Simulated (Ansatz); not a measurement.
A run for Ansatz (a first-principles code): R-B3LYP-D3(BJ)/def2-TZVP on CH5NOSi (a complex).

Ansatz 0.2 input:
```yaml
crystal:
  periodic: [false, false, false]
  atoms:
    - {symbol: C, position_ang: [-1.31598547, 0.98927741, 0.24479249]}
    - {symbol: N, position_ang: [-2.04098195, 1.36110691, -0.55110574]}
    - {symbol: H, position_ang: [-0.63975928, 0.64623164, 0.98495848]}
    - {symbol: O, position_ang: [0.90325186, 0.08594970, 2.41824013]}
    - {symbol: Si, position_ang: [0.31012159, -0.80275320, 3.65373148]}
    - {symbol: H, position_ang: [1.82145505, 0.33968529, 2.38170436]}
    - {symbol: H, position_ang: [0.99584702, -2.09293154, 3.70487597]}
    - {symbol: H, position_ang: [-1.08821536, -0.91793694, 3.26512651]}
    - {symbol: H, position_ang: [0.49371816, -0.08049848, 4.91128623]}
basis:
  gaussian:
    orbitals: def2-TZVP
hamiltonian:
  xc: b3lyp
  dispersion: d3bj
relax: {f_tol: 0.004, max_steps: 120}
scf: {lower_state_search: off}
```

Problem. Predict the final total energy.

Solution. -460.7031 hartree.

Problem. How many basis functions does it have, and what does it roughly cost on one machine?

Solution. 160 functions; roughly 70 core-seconds.
